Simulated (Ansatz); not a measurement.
`O=C[SiH](O)Cl` and `O[SiH](Cl)CF` differ in one atom or group.

Ansatz, PBE0-D4/def2-TZVP geometries, multiplicity 1. Each molecule was computed in one conformer, which needn't be the lowest.

```
                                          property  `O=C[SiH](O)Cl`
             LUMO energy (ωB97M-V/def2-TZVPP) / eV             0.20
                 HOMO energy (PBE/def2-TZVPP) / eV            -6.07
size of the dipole moment (ωB97M-V/def2-TZVPP) / D             1.35
           HOMO–LUMO gap (ωB97M-V/def2-TZVPP) / eV            10.04
              HOMO–LUMO gap (PBE0/def2-TZVPP) / eV             5.44
                 LUMO energy (PBE/def2-TZVPP) / eV            -3.25
```

Question: Give the same properties after the change, and the shifts. (Estimate.)

Answer: The calculation gave: 
| property | `O[SiH](Cl)CF` | shift |
| --- | --- | --- |
| LUMO energy (ωB97M-V/def2-TZVPP) / eV | 1.77 | 1.57 |
| HOMO energy (PBE/def2-TZVPP) / eV | -7.13 | -1.06 |
| size of the dipole moment (ωB97M-V/def2-TZVPP) / D | 1.42 | 0.07 |
| HOMO–LUMO gap (ωB97M-V/def2-TZVPP) / eV | 12.65 | 2.61 |
| HOMO–LUMO gap (PBE0/def2-TZVPP) / eV | 8.62 | 3.18 |
| LUMO energy (PBE/def2-TZVPP) / eV | -0.94 | 2.31 |

With PBE0 the HOMO falls by 1.06 eV and the LUMO rises by 2.12 eV, so the gap widens by about 3.18 eV. PBE moves the HOMO by -1.06 eV and ωB97M-V by -1.04 eV. Dipoles are sizes alone; their direction can turn.
